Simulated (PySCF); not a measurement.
CH10N2Si3, SMILES N[Si@@H]1N[SiH2]C[SiH2]1. Geometry: PBE0-D3(BJ)/def2-SVP. The structure was generated by enumeration; whether it is a known compound was not checked. The values are those of a single conformer.

Computed equilibrium geometry at PBE0-D3(BJ)/def2-SVP (PySCF confirms it by a frequency run) as Cartesian coordinates in Å (one conformer of several):
```xyz
16

N      2.2713    -0.4286    -1.3528
Si     1.3578    -0.1445     0.0877
N      0.1266    -1.3210     0.5232
Si    -1.5791    -0.9523     0.5957
C     -1.7526     0.6971    -0.2972
Si    -0.1340     1.6619    -0.0721
H      3.0997    -1.0123    -1.3302
H      1.8220    -0.4651    -2.2605
H      2.3984    -0.0767     1.1596
H      0.4246    -2.2466     0.8223
H     -2.0843    -0.8277     2.0026
H     -2.3848    -2.0363    -0.0544
H     -1.8857     0.4983    -1.3744
H     -2.6335     1.2598     0.0490
H      0.1168     2.6231    -1.1917
H     -0.1687     2.4368     1.2094
```
